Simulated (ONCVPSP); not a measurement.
## Configuration tests for Be (ONCV)

- Element: beryllium (Be)
- Generator: ONCVPSP 4.0.1
- Type: optimised norm-conserving Vanderbilt (ONCV)
- Functional: LDA (Perdew-Wang 92)
- Relativity: scalar-relativistic
- Frozen core: none
- Valence charge: 4
- Reference configuration: 1s2 2s1 (charge +1)
- Partial waves: 1s+2s: rc 0.90 bohr, ncon 4, nbas 8, qcut 16.4 1/bohr, 2 projectors; p scattering state at 0.16 Ha: rc 1.00 bohr, ncon 4, nbas 9, qcut 9.3 1/bohr, 2 projectors, debl 3.8 Ha; d scattering state at 0.47 Ha: rc 0.70 bohr, ncon 4, nbas 8, qcut 13.5 1/bohr, 3 projectors, debl 2.2 Ha
- Local potential: polynomial inside 0.45 bohr (lpopt 5, dvloc0 0 Ha)
- Core correction: none

Energies are relative to the spin-unpolarised reference configuration 1s2 2s1; without spin polarisation the order of configurations can differ from experiment.

Problem. Give the all-electron excitation energy and the error of the potential for: 1s2 2s2; 1s2 2s0; 1s2 2s1.5; 1s2 2s0 2p2.

Solution.

```json
{"valence configuration": "1s2 2s2", "charge": "0", "ΔE all-electron (eV)": "-9.513", "error AE − PS (meV)": "+0.4"}
{"valence configuration": "1s2 2s0", "charge": "+2", "ΔE all-electron (eV)": "17.773", "error AE − PS (meV)": "+1.5"}
{"valence configuration": "1s2 2s1.5", "charge": "+0.5", "ΔE all-electron (eV)": "-5.765", "error AE − PS (meV)": "+0.1"}
{"valence configuration": "1s2 2s0 2p2", "charge": "0", "ΔE all-electron (eV)": "-2.444", "error AE − PS (meV)": "+2.3"}
```
